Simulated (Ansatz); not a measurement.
A structure relaxed at PBE-D4/def2-SVPD in Ansatz, charge -1, singlet:

| atom | x (Å) | y (Å) | z (Å) |
| --- | --- | --- | --- |
| In1 | 0.000 | 0.000 | 0.000 |
| Cl2 | -1.348 | 2.016 | -0.188 |
| Cl3 | -0.943 | -1.741 | -1.413 |
| Cl4 | 0.014 | -0.753 | 2.313 |
| Cl5 | 2.277 | 0.477 | -0.711 |

(1) Give its formula, name or SMILES and point group.

(2) Summarise the bond lengths by kind (pairs closer than 1.2 times the sum of covalent radii, bridged metal pairs left out).

Answers

(1) [InCl4]- (InCl4⁻). Point group Td (tolerance 0.1 Å).

(2) 4 × Cl–In 2.43 Å.

In the def2 sets In takes a core potential; there is no spin–orbit coupling.
